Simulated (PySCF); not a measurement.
Bonding in `COc1ccoc1`

Species: C5H6O2.
SMILES with atom numbers: `[CH3:1][O:2][c:3]1[cH:4][cH:5][o:6][cH:7]1` (hydrogens: H8, H9, H10 on C1; H11 on C4; H12 on C5; H13 on C7)

Geometry (GFN2-xTB, Å), atoms numbered from 1 in this order:
```
atom  x, y, z in Å
C1    -2.202   -0.008   -0.001
O2    -1.114    0.825   -0.320
C3     0.115    0.289   -0.120
C4     1.329    0.999   -0.339
C5     2.323    0.127   -0.026
O6     1.825   -1.052    0.368
C7     0.477   -0.957    0.311
H8    -2.205   -0.912   -0.619
H9    -2.179   -0.298    1.054
H10   -3.098    0.575   -0.201
H11    1.418    2.007   -0.682
H12    3.390    0.229   -0.039
H13   -0.083   -1.823    0.597
```

Bond orders from the PBE0/pcSseg-1 density (PySCF). One conformer (not necessarily the lowest) at the GFN2-xTB geometry, without solvent, vibrations or thermal averaging.

(1) How far do the computed orders between heavy atoms stray from the drawn ones?

(2) Give the Mayer order of every bond between heavy atoms, beside its length.

## Answers

(1) The largest departure is 0.464, at O6–C7 (drawn aromatic, 1.036), counting aromatic bonds as 1.5. The bonds drawn aromatic range from 1.04 to 1.61.

(2) 
```csv
bond,drawn as,length (Å),Mayer order
C1–O2,single,1.407,0.915
O2–C3,single,1.355,1.028
C3–C4,aromatic,1.424,1.271
C4–C5,aromatic,1.359,1.607
C5–O6,aromatic,1.339,1.092
O6–C7,aromatic,1.353,1.036
C7–C3,aromatic,1.367,1.523
```

Bonds between the same two heavy elements. C–O: lowest C1–O2 (0.915, 1.407 Å), highest C5–O6 (1.092, 1.339 Å). C–C: lowest C3–C4 (1.271, 1.424 Å), highest C4–C5 (1.607, 1.359 Å).

**Question.** And the bonds to hydrogen?

**Answer.** C–H: 0.95 to 0.98 (6 bonds).

**Question.** Sum the orders of all bonds at each heavy atom with more than one neighbour and set the sums beside the valence in the SMILES.

**Answer.** C1 3.795 (drawn 4), O2 1.943 (drawn 2), C3 3.822 (drawn 4), C4 3.858 (drawn 4), C5 3.682 (drawn 4), O6 2.128 (drawn 2), C7 3.538 (drawn 4). Orders between atoms that aren't bonded are not in these sums.

For a closed shell the Mayer order of atoms A and B is Σ (PS)μν (PS)νμ over the basis functions μ on A and ν on B, with P the density and S the overlap matrix.
